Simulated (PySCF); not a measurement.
# SMILES CCCc1ccc(C=O)cc1, C10H12O

Geometry (Å), atoms numbered from 1 in this order:
```xyz
23

C     2.3665   -0.3649    1.4665
C     2.3682   -0.1645   -0.0398
C     1.3870    0.9085   -0.5275
C    -0.0509    0.5652   -0.2540
C    -0.7287    1.1071    0.8445
C    -2.0461    0.7491    1.1138
C    -2.7124   -0.1594    0.2873
C    -4.1117   -0.5377    0.5692
O    -4.7616   -1.3082   -0.0926
C    -2.0434   -0.7063   -0.8157
C    -0.7306   -0.3466   -1.0789
H     3.0977   -1.1302    1.7671
H     1.3784   -0.6876    1.8301
H     2.6253    0.5677    1.9941
H     3.3806    0.1133   -0.3782
H     2.1313   -1.1187   -0.5415
H     1.5241    1.0512   -1.6117
H     1.6321    1.8710   -0.0487
H    -0.2135    1.8208    1.4928
H    -2.5687    1.1788    1.9739
H    -4.5503   -0.0439    1.4756
H    -2.5844   -1.4107   -1.4521
H    -0.2132   -0.7727   -1.9433
```

The calculation used quadratic response CAM-B3LYP/def2-SVPD first hyperpolarisability, Taylor convention, gas phase (PySCF 2.14.0). Geometry: PBE0-D3(BJ)/def2-SVP.

(1) Give the tensor of the second harmonic β(−2ω;ω,ω) at 1064 nm in the axes of these coordinates.

Results:

(1) In au, Taylor convention; rows are the first index (the induced dipole):
```
       xx     yy     zz      xy      xz     yz
x  +692.1   +9.2  -25.2  +160.5  -104.4  -19.2
y  +160.2  -44.2  -25.7   +13.1   -15.7  -29.4
z  -104.0  -27.9  -26.8   -15.5   -18.7  -23.4
```
Norm of βᵢ = ⅓ Σⱼ (βᵢⱼⱼ + βⱼᵢⱼ + βⱼⱼᵢ): 707.5 au, hyper-Rayleigh value 308.0 au.
